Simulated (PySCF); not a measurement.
PySCF 2.14 output of an unrestricted r2SCAN calculation on a single atom or ion in x2c-TZVPPall with one added diffuse shell each of s, p, d, f type (12s8p8d4f1g, 113 functions), with scalar relativity by spin-free X2C-1e:

```
SCF conv_tol = 1e-09
number electrons alpha = 40  beta = 39
    J. W. Furness, A. D. Kaplan, J. Ning, J. P. Perdew, and J. Sun.,  J. Phys. Chem. Lett. 11, 8208-8215 (2020)
    J. W. Furness, A. D. Kaplan, J. Ning, J. P. Perdew, and J. Sun.,  J. Phys. Chem. Lett. 11, 9248-9248 (2020)
    J. W. Furness, A. D. Kaplan, J. Ning, J. P. Perdew, and J. Sun.,  J. Phys. Chem. Lett. 11, 8208-8215 (2020)
    J. W. Furness, A. D. Kaplan, J. Ning, J. P. Perdew, and J. Sun.,  J. Phys. Chem. Lett. 11, 9248-9248 (2020)
cycle= 1 E= -19014.5236476447  delta_E= -0.029  |g|= 0.222  |ddm|= 0.601
cycle= 2 E= -19014.5212573005  delta_E= 0.00239  |g|= 0.24  |ddm|= 0.24
cycle= 3 E= -19014.5268879743  delta_E= -0.00563  |g|= 0.0308  |ddm|= 0.148
cycle= 4 E= -19014.5271025837  delta_E= -0.000215  |g|= 0.00144  |ddm|= 0.0326
cycle= 5 E= -19014.5271033767  delta_E= -7.93e-07  |g|= 0.000279  |ddm|= 0.00222
cycle= 6 E= -19014.5271034017  delta_E= -2.5e-08  |g|= 2.23e-05  |ddm|= 0.000748
cycle= 7 E= -19014.527103402  delta_E= -2.29e-10  |g|= 3.34e-06  |ddm|= 6.39e-05
converged SCF energy = -19014.527103402  <S^2> = 0.75195154  2S+1 = 2.0019506
```

The run itself started from symmetry-adapted Hartree-Fock orbitals and held the occupation by maximum overlap, on a logarithmic radial grid, so the iterations belong to that start.

**Question.** Which element, charge and spin multiplicity is this?

**Answer.** Au (gold, neutral), multiplicity 2; the state was [Xe] 4f14 5d9 6s2, 2D determinant (an excited configuration).

Spin-orbit coupling, absent here, splits the open shell strongly.
